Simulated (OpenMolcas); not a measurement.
**neutral carbon: thermal populations, Slater's ratio, worked from levels**

```
Program             : OpenMolcas 26.06
Basis               : ANO-RCC-VTZP [4s3p2d1f]
Scalar Hamiltonian  : DKH2, point nucleus
Active space        : 4 electrons in 9 orbitals (RAS2 2s 2p; RAS3 3d, at most 2 electrons)
State averaging     : 2S+1 = 3 even, 3 roots; 2S+1 = 1 even, 6 roots; 2S+1 = 5 odd, 1 root; 2S+1 = 3 odd, 8 roots
Spin-orbit coupling : state interaction with AMFI integrals over the reference wave functions, term energies averaged over their components
```

Methods: RASSCF; SS-RASPT2, IPEA 0.25 Eh, imaginary shift 0.1 Eh (closed shells correlated: 1s). Measured levels: NIST Handbook of Basic Atomic Spectroscopic Data.

**Thermal populations.** Z = Σ (2J + 1) exp(-E/kT) with k = 0.695035 cm-1/K, over the levels below. No other level of either list lies under 60300 cm-1, which is above 7 kT at each temperature.

```csv
Level,2J + 1,SS-RASPT2,measured
2s2 2p2 3P0,1,0.0,0.0
2s2 2p2 3P1,3,15.1,16.4
2s2 2p2 3P2,5,45.0,43.4
2s2 2p2 1D2,5,10690,10193
2s2 2p2 1S0,1,22250,21648
2s 2p3 5S* 2,5,32000,33735
```

```
T (K)  Z, SS-RASPT2  Z, measured levels  Ground level (%), SS-RASPT2  Ground level (%), measured levels
 5000         9.156               9.192                         10.9                               10.9
 8000         9.717               9.784                         10.3                               10.2
12000        10.533              10.603                          9.5                                9.4
```

At 12000 K, kT = 8340 cm-1, and the computed levels give Z = 1.000 + 2.995 + 4.973 + 1.388 + 0.069 + 0.108 = 10.533.

**Slater's ratio.** With one set of orbitals, p2 has 1D - 3P = 6 F2 and 1S - 1D = 9 F2 (F2 = F²/25), a ratio of 3/2. Term energies are centres of gravity, weighted by 2J + 1.

| Source | 1D - 3P | 1S - 3P | F2 from the first | Ratio |
| --- | --- | --- | --- | --- |
| RASSCF | 12646 | 26384 | 2108 | 1.086 |
| SS-RASPT2 | 10655 | 22222 | 1776 | 1.086 |
| measured | 10163 | 21618 | 1694 | 1.127 |

Energies in cm-1. A ratio away from 3/2 shows effects beyond one configuration with one set of orbitals, and in heavier atoms second-order spin-orbit shifts.

CASPT2 breaks the degeneracy within a term, and the mean is taken; among the terms shown or strongly mixed into the levels shown the widest spread is 30 cm-1 (2s2 2p2 1D, SS-RASPT2). Active for correlation alone: 3d; no level in the range computed is led by a configuration that fills it, so any true level of that kind is missing. Without dynamic correlation excited terms often stand tens of per cent too high (terms of higher spin than the ground term too low), and those without a measured partner can miss by more than the paired ones (holds for RASSCF). Measured partners are found by configuration, term and J. A level has none where our copy of the source lacks it or the pairing is in doubt (some pairs that miss far off the trend of their configuration count as doubtful), and it then counts in no deviation. Levels of configurations outside the active space are missing.

* marks odd parity.
